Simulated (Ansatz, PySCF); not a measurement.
Input for Ansatz (a quantum-chemistry and plane-wave program):
Ansatz 0.2 input:
```yaml
crystal:
  periodic: [false, false, false]
  atoms:
    - {symbol: Si, position_ang: [0.86135093, -0.21951955, 0.44274278]}
    - {symbol: H, position_ang: [2.20871354, -0.51186238, -0.05259738]}
    - {symbol: Cl, position_ang: [-0.83927215, 0.21089035, -0.36151774]}
basis:
  gaussian:
    orbitals: STO-3G
hamiltonian:
  xc: {name: B97M-V}
total_charge: 1
magnetization: {spin_polarized: true, initial_magnetization: 1}
accuracy: high
```

Q: Convert this to an input for PySCF.

A: This is not unique; one that fits is 
```python
from pyscf import gto, scf, dft

mol = gto.M(
    atom='''
Si    0.86135093   -0.21951955    0.44274278
H     2.20871354   -0.51186238   -0.05259738
Cl   -0.83927215    0.21089035   -0.36151774
''',
    basis='sto-3g',
    charge=1,
    spin=1,
    verbose=4,
)

mf = dft.UKS(mol)
mf.xc = 'b97m_v'
mf.grids.atom_grid = (99, 590)
mf.grids.prune = None
mf.kernel()
```

Both were run: Ansatz gave -741.538191 Eh and PySCF -741.538198 Eh, 0.007 mEh apart.
